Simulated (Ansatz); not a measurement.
`[SeH][In]([SeH])[SeH]` → 3 H• + In• + 3 Se•  (atomization)

Isolated molecules relaxed with PBE0-D4/def2-TZVP in Ansatz; ΔE leaves out vibrations. CBS: MP2 limit from def2 TZ/QZ plus the TZ coupled-cluster correction, frozen cores. This one scheme is used for every species, atoms too. DFT in def2-TZVPP. B3LYP here is the variant with VWN-RPA as its local correlation; programs differ in this. Open shells (•) are unrestricted, without spin–orbit coupling. Spin–orbit coupling would lower the free atoms: clearly for Se; strongly for In. Elements past krypton have def2 core potentials. For In, Se outer-core shells are correlated without core-valence functions, so the limit isn't a true one: a few kJ/mol of doubt a bond, and 10 to 20 or more in all where bonds break to atoms. Scalar relativity is left out up to krypton. One conformer a species, not always the lowest.

```
                species  B3LYP energy (Eh)
`[SeH][In]([SeH])[SeH]`        -7396.89814
                     H•           -0.50215
                    In•         -190.18664
                    Se•        -2401.52565
```

(1) Work out ΔE.

Largest T1 diagnostic among the species: 0.015.

Answers

(1) ΔE = 3 × (-0.50215) + 3 × (-2401.52565) + (-190.18664) − (-7396.89814) = 0.62810 Eh = +394.1 kcal/mol. CCSD(T)/CBS gives +417.9 kcal/mol.

At CCSD(T), def2-SVP lies −44.0 kcal/mol from the extrapolated value and def2-TZVPP −18.0 kcal/mol: correlation converges slowly with the basis, and small sets miss more of it in the bonded molecule than in its fragments. From r2SCAN to r2SCAN0 (25 % exact exchange), in def2-TZVPP and without D4, ΔE moves by −8.5 kcal/mol: exact exchange takes away binding that semilocal exchange gives to molecules. In def2-TZVPP, CCSD(T) changes the Hartree–Fock value by +129.9 kcal/mol (the triples alone add +10.2 kcal/mol) and MP2 by +131.8 kcal/mol; breaking electron pairs costs correlation energy, which Hartree–Fock lacks.

For atomizations the MP2-based limit and the directly extrapolated one differ by several kJ/mol either way, and by 10 to 25 for some Ge, Se and Sn compounds, so smaller differences from it don't rank the levels.
